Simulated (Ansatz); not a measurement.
C$_{6}$H$_{16}$Si, singlet, at a GFN2-xTB geometry; SC-NEVPT2/STO-3G, CASSCF(4,3) (Ansatz, a first-principles code).

Here is a job for Ansatz.
Ansatz 0.2 input:
```yaml
crystal:
  periodic: [false, false, false]
  atoms:
    - {symbol: Si, position_ang: [0.81232189, -0.16207933, -0.59548497]}
    - {symbol: C, position_ang: [1.66882809, 1.53466271, -0.68556868]}
    - {symbol: C, position_ang: [1.90350083, -1.34596920, 0.41860814]}
    - {symbol: C, position_ang: [-0.94294737, -0.00652678, 0.18337895]}
    - {symbol: C, position_ang: [-1.80630506, 0.93294458, -0.65987817]}
    - {symbol: C, position_ang: [-1.61802481, -1.37821487, 0.22601381]}
    - {symbol: C, position_ang: [-0.86777979, 0.54566306, 1.60798402]}
    - {symbol: H, position_ang: [0.65501652, -0.69876059, -1.96217358]}
    - {symbol: H, position_ang: [2.65083798, 1.44089604, -1.13813836]}
    - {symbol: H, position_ang: [1.80506318, 1.97090132, 0.29967219]}
    - {symbol: H, position_ang: [1.10040298, 2.23938394, -1.28372967]}
    - {symbol: H, position_ang: [2.88546947, -1.43922954, -0.03415562]}
    - {symbol: H, position_ang: [1.47353646, -2.34086776, 0.47192948]}
    - {symbol: H, position_ang: [2.04644304, -0.99206124, 1.43540722]}
    - {symbol: H, position_ang: [-1.38216835, 1.93403619, -0.68240055]}
    - {symbol: H, position_ang: [-2.81280106, 1.00150509, -0.24678178]}
    - {symbol: H, position_ang: [-1.88371325, 0.57222404, -1.68322773]}
    - {symbol: H, position_ang: [-2.62562091, -1.29615046, 0.63393401]}
    - {symbol: H, position_ang: [-1.05615302, -2.06783541, 0.85155936]}
    - {symbol: H, position_ang: [-1.69008751, -1.80455180, -0.77218430]}
    - {symbol: H, position_ang: [-1.86677635, 0.62869451, 2.03691921]}
    - {symbol: H, position_ang: [-0.28083954, -0.10908214, 2.24849590]}
    - {symbol: H, position_ang: [-0.41474747, 1.53465148, 1.61843533]}
basis:
  gaussian:
    orbitals: STO-3G
magnetization: {spin_polarized: false}
correlation: {method: sc_nevpt2, electrons: all, active_space: {window: {electrons: 4, orbitals: 3}}}
```

It wrote (shortened):

```
Functional definition: HF
752 factors; integrals over basis functions are off by at most 3.4e-5 eV
mean field evaluation 1: about -14132.8171 eV, gradient 1.6e1 eV
mean field evaluation 2: about -14133.2153 eV, gradient 1.6e1 eV
mean field evaluation 4: about -14134.3447 eV, gradient 6.7e-1 eV
mean field evaluation 8: about -14134.3454 eV, gradient 3.0e-6 eV
mean field -14134.34540350 eV, -519.4276129753 hartree, gradient 2.6e-6 eV, S^2 0.000000; 0 other end points of the search recorded, 0 dependent functions left out
reference -14134.34540350 eV, -519.4276129753 hartree; 33, 33 occupied and 22, 22 virtual orbitals, 752 factors
state -14134.77571825 eV, -519.4434267507 hartree
state -14134.77571825 eV, -519.4434267507 hartree; corrected -14144.25353380 eV, -519.7917300477 hartree
state -14134.72814513 eV, -519.4416784707 hartree
state -14134.72814513 eV, -519.4416784707 hartree; corrected -14144.18879425 eV, -519.7893509132 hartree
state -14134.77571825 eV, -519.4434267507 hartree; corrected -14144.25353380 eV, -519.7917300477 hartree
2 active orbitals were swapped for others, from the solution at -14134.72812998 eV, -519.4416779140 hartree to that at -14134.77571167 eV, -519.4434265088 hartree; typed "places" are swapped only where nearly empty or full, and so, without "given_window_search", are "orbital_numbers", "shells" and a window whose orbitals a file names under [Active]
Total energy: -14144.25353380 eV, -519.7917300477 hartree
```
